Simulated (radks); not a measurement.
The numbers below are computed, except where a source is named.
All-electron atom: K I in [Ar] 4s1 (the NIST ground configuration).

Code: a radial shooting solver on a logarithmic mesh with Libxc functionals. Model: scalar-relativistic Kohn-Sham, r2SCAN, spin-unpolarised, spherical densities, finite nucleus; meta-GGA in the generalised Kohn-Sham scheme; Fermi nuclear charge, rms radius 3.4349 fm; hard spherical wall at 12 bohr.

Energy parts (hartree):
part                       energy
total                  -602.26687
kinetic                 605.91385
electron-nucleus      -1433.04710
Hartree                 258.40931
exchange-correlation    -33.54294

Orbitals (lengths in bohr, moments of r in powers of bohr; r(max) is where P^2 peaks):
orbital  occ.  eigenvalue (hartree)      <r^4>   <1/r>   r(max)
1s          2             -130.0564  0.0002021   18.71  0.05303
2s          2             -13.21376    0.05589   3.816   0.3176
2p          6             -10.43625    0.04851   3.704   0.2628
3s          2              -1.35292      5.786   1.091    1.077
3p          6              -0.71648      10.90  0.9522    1.157
3d          0               0.03291       1761  0.2605    5.516
4s          1              -0.08070       1180  0.2476    4.337
4p          0              -0.01772       1982  0.2032    5.444
5s          0               0.09104       4020  0.2124    8.312

The highest occupied level is 4s at -2.196 eV. The pressure on the wall is 0.0161 GPa. Summed over all electrons, <r^2> = 47.88 bohr^2, which gives a Langevin (diamagnetic) susceptibility term of -37.9 x 10^-6 cm^3/mol. The electron density at the nucleus is 5206 e/bohr^3 (large components only). The density falls to 0.001 e/bohr^3 at r = 4.43 bohr.
